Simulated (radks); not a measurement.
Species: the rubidium ion Rb+. Configuration: [Kr]. Method: scalar-relativistic Kohn-Sham, PBE, spin-polarised, spherical densities, point nucleus; computed with a radial shooting solver on a logarithmic mesh with Libxc functionals.

Unscreened Slater integrals over Kohn-Sham orbitals (cm^-1). They are taken over the spin-up orbitals.

\begin{tabular}{lr}
integral & value \\ \hline
F0(4p,4p) & 115660 \\
F2(4p,4p) & 60281 \\
F0(4p,4s) & 124540 \\
G1(4p,4s) & 82769 \\
F0(4p,3d) & 151320 \\
F2(4p,3d) & 31309 \\
G1(4p,3d) & 10129 \\
G3(4p,3d) & 9472.8 \\
F0(4p,3p) & 151470 \\
F2(4p,3p) & 30723 \\
G0(4p,3p) & 7511.2 \\
G2(4p,3p) & 8771.9 \\
F0(4s,4s) & 136040 \\
F0(4s,3d) & 174000 \\
G2(4s,3d) & 14274 \\
F0(4s,3p) & 174230 \\
G1(4s,3p) & 12110 \\
F0(3d,3d) & 382420 \\
F2(3d,3d) & 184790 \\
F4(3d,3d) & 116620 \\
F0(3d,3p) & 379950 \\
F2(3d,3p) & 182980 \\
G1(3d,3p) & 219070 \\
G3(3d,3p) & 136870 \\
F0(3p,3p) & 381680 \\
F2(3p,3p) & 191700 \\
\end{tabular}
